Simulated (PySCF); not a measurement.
**Relaxation of quintet ReS₂⁻**

These are results of PySCF, UPBE0, basis Re def2-TZVPD with ECP60, S def2-TZVPD (scalar-relativistic core potentials, no spin–orbit coupling, density fitting), not measurements. A (50,194) grid was used.

A start displaced from a saddle point along its imaginary mode, of C2v symmetry, held to at least that symmetry:

```xyz
3
charge -1 multiplicity 5, angstrom
Re   -0.0605   -0.0605    0.0000
S     0.1768    0.1768    2.2231
S     0.1768    0.1768   -2.2231
```

Question: What does it relax to?

Answer: It ends at C2v with Re–S 2.172 Å (×2); S–Re–S 125.2° (after a last refinement on a finer grid). A frequency run shows a minimum. Other isomers or separated fragments may lie lower.

Question: How much energy is released, and in how many steps?

Answer: 33.9 kJ/mol in 6 steps.

Other spin states or occupations of the open shell can lie lower. Spin–orbit coupling, left out here, can matter for elements this heavy.
